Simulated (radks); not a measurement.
Values are calculated unless marked as measured or tabulated.
Problem. Hg I, 80 electrons, occupied as [Hg]. Code: a radial shooting solver on a logarithmic mesh with Libxc functionals. Model: Dirac Kohn-Sham, PBEsol, spin-unpolarised, spherical densities, finite nucleus; Fermi nuclear charge, rms radius 5.4648 fm.

Spin-orbit splittings of the eigenvalues, e(l+1/2) - e(l-1/2), with zeta = 2 splitting/(2l+1) and mean radii in bohr:

shell  occ.  splitting (eV)  zeta (eV)  <r> j=l-1/2  <r> j=l+1/2
2p        6            1947       1298      0.05693      0.06560
3p        6           431.1      287.4       0.1705       0.1864
3d       10           92.41      36.96       0.1621       0.1670
4p        6           104.2      69.46       0.4012       0.4355
4d       10               ?          ?       0.4426       0.4537
4f       14           4.194      1.198       0.4793       0.4860
5p        6           18.34      12.23       0.9717        1.069
5d       10           1.840     0.7359        1.460        1.531

Estimate the 4d splitting.

Solution. 19.43 eV (zeta = 7.771 eV).
